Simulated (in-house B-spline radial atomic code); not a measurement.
**Ionising Tc⁵⁺ with different functionals**

Computed with a B-spline radial code for spherical atoms: scalar-relativistic (spin-free X2C) Hamiltonian, Fermi nucleus of rms radius 4.41117 fm, spin-polarised at highest spin, spherical fractional occupations for the functionals, and exact exchange of hybrids averaged over the configuration. The ionisation energy is the difference of two self-consistent energies, [Kr] 4d2 → [Kr] 4d1, without Breit or QED terms; ε is the level of the shell that loses the electron (its least bound occupied spin orbital). There is no spin-orbit coupling in this Hamiltonian.

```tsv
method	rung	ΔSCF (eV)	-ε(4d) (eV)
PBE0	global hybrid	72.87	67.19
B3LYP	global hybrid	72.86	66.73
TPSSh	global hybrid	72.75	65.83
BHandHLYP	global hybrid	72.67	69.04
r2SCAN0	global hybrid	72.73	67.16
B97-1	global hybrid	72.72	66.67
HSE06	range-separated hybrid	72.84	66.75
CAM-B3LYP	range-separated hybrid	?	?
LC-wPBE	range-separated hybrid	?	?
```

Question: What does CAM-B3LYP give?

Answer: ΔSCF 72.83 eV, and -ε(4d) = 68.64 eV.

Question: What does LC-wPBE give?

Answer: ΔSCF 72.92 eV, and -ε(4d) = 70.19 eV.

Question: Among the functionals, which spreads more, the ΔSCF values or the orbital energies?

Answer: The orbital energies: ΔSCF values span about 0.26 eV and the orbital energies 4.35 eV; here energy differences depend much less on the functional than eigenvalues do.

Question: How do they compare with the NIST value?

Answer: NIST lists 72 eV ± 2 (tabulated theory, ground level to ground level). Errors run from +0.67 to +0.92 eV; all lie within about twice that uncertainty, so the table can't rank the methods.
